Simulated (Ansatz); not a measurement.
V₅O₂₂H₁₉, 46 atoms. Hardware: 2 threads of AMD EPYC 7R13 on a shared host and a share (18 GiB) of an NVIDIA H100 80GB HBM3.

Correlated methods freeze 47 core orbitals; core or outer-core shells of V are correlated, in sets that lack core-valence functions. Single mean-field runs in def2-SVP, def2-mTZVP are fitted with def2-universal-jkfit.

How many basis functions does each of these Ansatz runs have, and roughly what does it cost? RPA@PBE/def2-SVP, charge 0 singlet, energy, from earlier orbitals; PBE0-D4/def2-SVP, charge 1 doublet at the geometry of the charge 0 singlet, energy; r2SCAN-D4/def2-SVP, charge 0 singlet, energy, from earlier orbitals; PBE-D4/def2-SVP, charge 0 triplet at the geometry of the charge 0 singlet, energy, from earlier orbitals; PBE-D4/def2-SVP, charge 1 doublet at the geometry of the charge 0 singlet, energy, from earlier orbitals; PBE-QIDH/def2-SVP, charge 0 singlet, energy, from earlier orbitals; PBE-QIDH/def2-SVP, charge -1 doublet at the geometry of the charge 0 singlet, energy, from earlier orbitals; r2SCAN-D4/def2-mTZVP, charge 0 singlet, energy, from earlier orbitals; PBE0-D4/def2-SVP, charge -1 doublet at the geometry of the charge 0 singlet, energy; PBE0-D4/def2-SVP, charge 0 singlet, energy and forces, from earlier orbitals; PBE0-D4/def2-SVP, charge 0 triplet at the geometry of the charge 0 singlet, energy; r2SCAN-D4/def2-SVP, charge 0 singlet, relaxation, 33 steps.

Other jobs shared the machine, so times can vary by a factor of up to 3.

```json
{"run": "PBE0-D4/def2-SVP, charge 0 singlet, energy and forces, from earlier orbitals", "functions": "558", "fitting or Cholesky vectors": "3356", "wall time": "7.5 s", "peak host memory (GiB)": "2"}
{"run": "PBE-QIDH/def2-SVP, charge 0 singlet, energy, from earlier orbitals", "functions": "558", "fitting or Cholesky vectors": "3356", "wall time": "7.5 s", "peak host memory (GiB)": "3.2"}
{"run": "r2SCAN-D4/def2-SVP, charge 0 singlet, energy, from earlier orbitals", "functions": "558", "fitting or Cholesky vectors": "3356", "wall time": "8 s", "peak host memory (GiB)": "1.2"}
{"run": "r2SCAN-D4/def2-mTZVP, charge 0 singlet, energy, from earlier orbitals", "functions": "750", "fitting or Cholesky vectors": "3356", "wall time": "8.5 s", "peak host memory (GiB)": "1.3"}
{"run": "RPA@PBE/def2-SVP, charge 0 singlet, energy, from earlier orbitals", "functions": "558", "fitting or Cholesky vectors": "5567", "wall time": "14 s", "peak host memory (GiB)": "3.5"}
{"run": "PBE-D4/def2-SVP, charge 0 triplet at the geometry of the charge 0 singlet, energy, from earlier orbitals", "functions": "558", "fitting or Cholesky vectors": "3356", "wall time": "17 s", "peak host memory (GiB)": "1.3"}
{"run": "PBE-D4/def2-SVP, charge 1 doublet at the geometry of the charge 0 singlet, energy, from earlier orbitals", "functions": "558", "fitting or Cholesky vectors": "3356", "wall time": "18 s", "peak host memory (GiB)": "1.3"}
{"run": "PBE0-D4/def2-SVP, charge 1 doublet at the geometry of the charge 0 singlet, energy", "functions": "558", "fitting or Cholesky vectors": "3356", "wall time": "22 s", "peak host memory (GiB)": "1.4"}
{"run": "PBE0-D4/def2-SVP, charge 0 triplet at the geometry of the charge 0 singlet, energy", "functions": "558", "fitting or Cholesky vectors": "3356", "wall time": "24 s", "peak host memory (GiB)": "1.4"}
{"run": "PBE-QIDH/def2-SVP, charge -1 doublet at the geometry of the charge 0 singlet, energy, from earlier orbitals", "functions": "558", "fitting or Cholesky vectors": "3356", "wall time": "26 s", "peak host memory (GiB)": "3.4"}
{"run": "PBE0-D4/def2-SVP, charge -1 doublet at the geometry of the charge 0 singlet, energy", "functions": "558", "fitting or Cholesky vectors": "3356", "wall time": "32 s", "peak host memory (GiB)": "1.4"}
{"run": "r2SCAN-D4/def2-SVP, charge 0 singlet, relaxation, 33 steps", "functions": "558", "fitting or Cholesky vectors": "3356", "wall time": "3.8 min", "peak host memory (GiB)": "1.2"}
```
